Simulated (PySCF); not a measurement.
Sn(F)(Cl)(Et)2, C4H10ClFSn, SMILES C[CH2][Sn]([Cl])([F])[CH2]C, GFN2-xTB optimised geometry.

```
17

C      2.05     1.00    -0.98
C      1.51     0.00     0.00
Sn    -0.78     0.00     0.00
F     -1.15    -0.58    -1.91
Cl    -1.51     2.23     0.00
C     -2.33    -1.24     1.12
C     -2.77    -0.61     2.41
H      1.71     0.78    -1.99
H      3.14     0.96    -0.98
H      1.75     2.01    -0.73
H      1.80     0.22     1.02
H      1.79    -1.02    -0.25
H     -3.14    -1.32     0.40
H     -1.89    -2.23     1.27
H     -3.57    -1.21     2.85
H     -1.96    -0.56     3.13
H     -3.15     0.39     2.25
```

Density from CAM-B3LYP/def2-SVP, def2 effective core potentials past Kr run with PySCF at that geometry. The core electrons that the potentials of Sn replace are not part of the density.

Minimum of the electron density along straight lines between bonded atoms, close to the bond critical point (lines longer than 1.1 times the sum of covalent radii, or with two minima, are not listed):

```
bond     length / Å  ρ at the minimum / e bohr⁻³  ∇²ρ there / e bohr⁻⁵  position (fraction from the first atom)
-------  ----------  ---------------------------  --------------------  ---------------------------------------
C1–C2         1.505                        0.251                 -0.59                                     0.49
C2–Sn3        2.286                        0.084                  0.06                                     0.50
Sn3–F4        2.032                        0.086            (withheld)                                     0.52
Sn3–Cl5       2.344                   (withheld)            (withheld)                                     0.47
Sn3–C6        2.283                        0.085                  0.06                                     0.50
C6–C7         1.506                        0.251                 -0.59                                     0.51
C1–H8         1.088                        0.279                 -1.05                                     0.64
C1–H9         1.091                        0.274                 -1.01                                     0.63
C1–H10        1.088                        0.278                 -1.04                                     0.63
C2–H11        1.087                        0.278                 -1.03                                     0.63
C2–H12        1.087                        0.278                 -1.04                                     0.64
C6–H13        1.088                        0.278                 -1.05                                     0.64
C6–H14        1.087                        0.278                 -1.04                                     0.64
C7–H15        1.091                        0.275                 -1.01                                     0.63
C7–H16        1.088                        0.277                 -1.03                                     0.63
C7–H17        1.088                        0.278                 -1.05                                     0.63
```

Q: What belongs in the gaps?

A: 
- Sn3–F4, ∇²ρ there / e bohr⁻⁵: 0.46
- Sn3–Cl5, ρ at the minimum / e bohr⁻³: 0.078
- Sn3–Cl5, ∇²ρ there / e bohr⁻⁵: 0.21
